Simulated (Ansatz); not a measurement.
C₂H₆AlN. Total charge 0; spin multiplicity 1. The bonds changed during the relaxation, so this is another structure than the one it started from.

```xyz
10

N    -0.0243    1.1886    0.4033
C     0.3132    0.6856   -0.7463
C    -0.1287   -0.6705   -0.9354
Al   -0.1861   -0.6332    1.1471
H     0.2328    2.1435    0.6073
H     0.9745    1.2248   -1.4333
H    -1.2107   -0.7279   -1.0817
H     0.4025   -1.2655   -1.6696
H    -1.5713   -0.9879    1.8470
H     1.1982   -0.9574    1.8615
```

(1) Give the diagnostics of a CCSD(T)/def2-TZVPP run (frozen core, the Gaussian-basis code of Ansatz). (Best estimate.)

## Answers

(1) The calculation gave: T1 = 0.0150, largest single amplitude 0.029, largest double 0.029, (T) share of the correlation energy 4.1 %, 11 CCSD cycles. The RHF solution is stable towards an unrestricted one. T1 lies under the customary mark of 0.02 for closed shells.
